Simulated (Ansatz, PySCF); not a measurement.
C₅H₈S, SMILES S([C@H](C#C)C)C. Atoms are numbered in the order given.

```xyz
14

C     -1.3612     2.1927     0.0350
C     -1.0645     1.0420    -0.2229
C     -0.6988    -0.3445    -0.4766
C     -1.3077    -1.3098     0.5440
S      1.1358    -0.5302    -0.6385
C      1.6841     0.0917     0.9708
H     -1.6290     3.2120     0.2423
H     -1.0434    -0.6209    -1.4897
H     -2.4062    -1.2277     0.5386
H     -1.0215    -2.3432     0.3004
H     -0.9598    -1.0767     1.5613
H      1.3063     1.1115     1.1441
H      2.7821     0.1234     0.9263
H      1.3865    -0.5683     1.7999
```

The structure is a stationary point at r2SCAN-D4/def2-SVP. The structure was generated by enumeration; whether it is a known compound was not checked. Other conformers were not sampled.

Two levels are set side by side: PBE-D3(BJ)/def2-SVP (Ansatz, an electronic-structure program) and r2SCAN-D4/def2-SVP (Ansatz). Each level has its own optimised geometry; the coordinates shown are those of the second. Frequencies come from the Hessian of PySCF at each geometry. Differences are taken from unrounded values.

```csv
quantity,r2SCAN-D4
mean bond length (Å),1.281
bond C1–C2 (Å),1.216
bond C2–C3 (Å),1.456
bond C3–C4 (Å),1.531
bond C3–S5 (Å),1.851
bond S5–C6 (Å),1.810
bond C1–H7 (Å),1.074
bond C3–H8 (Å),1.105
bond C4–H9 (Å),1.102
bond C4–H10 (Å),1.100
bond C4–H11 (Å),1.100
bond C6–H12 (Å),1.101
bond C6–H13 (Å),1.099
bond C6–H14 (Å),1.101
highest harmonic wavenumber (cm⁻¹),3477
mean harmonic wavenumber (cm⁻¹),1377
zero-point energy (kcal/mol),70.85
```

### Question
What does PBE-D3(BJ) give, and how far is it from r2SCAN-D4? (Estimate from the structure and the level; the computed values follow.)

### Answer

```csv
quantity,PBE-D3(BJ),PBE-D3(BJ) minus r2SCAN-D4
mean bond length (Å),1.287,0.007
bond C1–C2 (Å),1.224,0.008
bond C2–C3 (Å),1.459,0.003
bond C3–C4 (Å),1.536,0.005
bond C3–S5 (Å),1.860,0.009
bond S5–C6 (Å),1.817,0.007
bond C1–H7 (Å),1.081,0.007
bond C3–H8 (Å),1.112,0.007
bond C4–H9 (Å),1.109,0.007
bond C4–H10 (Å),1.107,0.007
bond C4–H11 (Å),1.108,0.007
bond C6–H12 (Å),1.109,0.008
bond C6–H13 (Å),1.107,0.008
bond C6–H14 (Å),1.108,0.008
highest harmonic wavenumber (cm⁻¹),3408,-69
mean harmonic wavenumber (cm⁻¹),1342,-35
zero-point energy (kcal/mol),69.05,-1.80
```
